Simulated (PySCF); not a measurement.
Question: Write Cartesian coordinates for `CC(=S)c1cccs1` as optimised with PBE0-D3(BJ)/def2-SVP.

Answer: 
```xyz
14
C6H6S2 angstrom
C     -2.2684    0.5220    0.2133
C     -1.3623   -0.5540   -0.3112
S     -1.9412   -2.0303   -0.7313
C      0.0480   -0.2249   -0.4297
C      1.0825   -1.0277   -0.8828
C      2.3365   -0.3826   -0.8651
C      2.2560    0.9107   -0.3991
S      0.6589    1.3428    0.0191
H     -3.3019    0.1614    0.2618
H     -2.2251    1.4129   -0.4359
H     -1.9475    0.8407    1.2196
H      0.8958   -2.0512   -1.2102
H      3.2708   -0.8467   -1.1830
H      3.0657    1.6307   -0.2819
```

Orientation and origin are arbitrary. Atoms count from 1 in this order. The 8 heavy atoms lie in one plane (0.001 Å rms). The 5-membered ring C4–C5–C6–C7–S8 has internal angles of 92.1° to 113.2° (sum 540°, against 540° for a flat polygon); it is planar, 0.00 Å rms from its mean plane, widest ring torsion 0°. Of the pairs four or more bonds apart, S3···H12 is among the closest relative to their van der Waals radii: 2.88 Å, 96 % of the sum of Bondi's values. The 5 C–C bonds span 1.377 Å (C6–C7, aromatic) to 1.501 Å (C1–C2, drawn single), a spread of 0.124 Å.

Bonds between heavy atoms (Å): C1–C2 1.501, C2=S3 1.640, C2–C4 1.453, C4–C5 1.386, C5–C6 1.410, C6–C7 1.377, C7–S8 1.707, C4–S8 1.741.

Computed with PBE0-D3(BJ)/def2-SVP geometry optimisation, gas phase (PySCF).

Point group: Cs (every atom within 0.08 Å of its image). No frequency check. One conformer, not necessarily the lowest (C1–C2–C4–C5 180°).
